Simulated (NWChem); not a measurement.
Species: SiNH3, singlet; SMILES N[SiH]

All runs: NWChem. Low-valent species are run as closed-shell singlets; no triplet was tried in these runs. Structure relaxed at the PBE0/def2-SVP level. LC-ωPBE (HJS hole) with def2-SVP; x = 1 − exp(−ω/0.25 bohr⁻¹) is a scale chosen for this fit.

```
row           x  −ε(HOMO) (eV)
--------  -----  -------------
ω = 0.05  0.181           5.90
ω = 0.15  0.451       withheld
ω = 0.20  0.551           7.72
ω = 0.35  0.753           8.69
ω = 0.50  0.865           9.16
```

Problem. Fit a straight line of the last column on the one before it, predict the withheld value, and compare with the run.

Solution. 
1. Means of the 4 shown rows: x = 0.5875, y = 7.868. Slope Σ(x − x̄)(y − ȳ)/Σ(x − x̄)² = 1.300/0.2710 = 4.797; intercept 5.049.
2. The shown rows scatter about the line by 0.029 (root mean square); the largest residual is -0.04, at ω = 0.50.
3. At x = 0.451 (ω = 0.15; inside the shown range) the line gives 7.21.
4. The run gives 7.22, +0.01 from the line, 0.3 times the scatter.
